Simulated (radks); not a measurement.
Cl-, configuration [Ar].

Method: non-relativistic Kohn-Sham, r2SCAN, spin-polarised, spherical densities, point nucleus; meta-GGA in the generalised Kohn-Sham scheme; hard spherical wall at 2.5 bohr; computed with a radial shooting solver on a logarithmic mesh with Libxc functionals.

Energy parts (eV):
| part | energy |
|---|---|
| total | -12431.865 |
| kinetic | 12838.079 |
| electron-nucleus | -30691.084 |
| Hartree | 6236.792 |
| exchange-correlation | -815.652 |

Orbitals (lengths in bohr, moments of r in powers of bohr):
| orbital | occ. | eigenvalue (eV) | <r^4> |
|---|---|---|---|
| 1s | 2 | -2702.267 | 0.0003265 |
| 2s | 2 | -209.3703 | 0.1042 |
| 2p | 6 | -147.3334 | 0.09821 |
| 3s | 2 | 15.1396 | 5.095 |
| 3p | 6 | 30.4171 | 5.567 |
| 3d | 0 | 53.5769 | 5.770 |
| 4s | 0 | 112.2494 | 8.781 |
| 4p | 0 | 123.8695 | 8.354 |

The highest occupied level is 3p at 30.417 eV. The pressure on the wall is 2350 GPa. Summed over all electrons, <r^2> = 18.12 bohr^2, which gives a Langevin (diamagnetic) susceptibility term of -14.4 x 10^-6 cm^3/mol. The density falls to 0.001 e/bohr^3 at r = 2.42 bohr.
